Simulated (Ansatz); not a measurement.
One change: `OC(O)N[SiH3]` becomes `OCO`.

Ansatz, PBE0-D4/def2-TZVP geometries, multiplicity 1. Each molecule was computed in one conformer, which needn't be the lowest.

```
                                        property  `OC(O)N[SiH3]`
               HOMO energy (PBE/def2-TZVPP) / eV           -6.18
size of the dipole moment (B3LYP/def2-TZVPP) / D            1.20
             HOMO energy (B3LYP/def2-TZVPP) / eV           -7.37
              HOMO energy (PBE0/def2-TZVPP) / eV           -7.60
           LUMO energy (ωB97M-V/def2-TZVPP) / eV            1.99
               LUMO energy (PBE/def2-TZVPP) / eV           -0.39
```

**Question.** What does the change do to each property? (Estimate.)

**Answer.** Ansatz gave: 
| property | `OCO` | shift |
| --- | --- | --- |
| HOMO energy (PBE/def2-TZVPP) / eV | -6.56 | -0.38 |
| size of the dipole moment (B3LYP/def2-TZVPP) / D | 0.20 | -1.00 |
| HOMO energy (B3LYP/def2-TZVPP) / eV | -8.05 | -0.68 |
| HOMO energy (PBE0/def2-TZVPP) / eV | -8.29 | -0.69 |
| LUMO energy (ωB97M-V/def2-TZVPP) / eV | 2.52 | 0.53 |
| LUMO energy (PBE/def2-TZVPP) / eV | 0.20 | 0.59 |

With PBE0 the HOMO falls by 0.69 eV and the LUMO rises by 0.64 eV, so the gap widens by about 1.33 eV. PBE moves the HOMO by -0.38 eV and ωB97M-V by -0.83 eV. Dipoles are sizes alone; their direction can turn.

B3LYP here is the variant with VWN-RPA as its local correlation; programs differ in this.
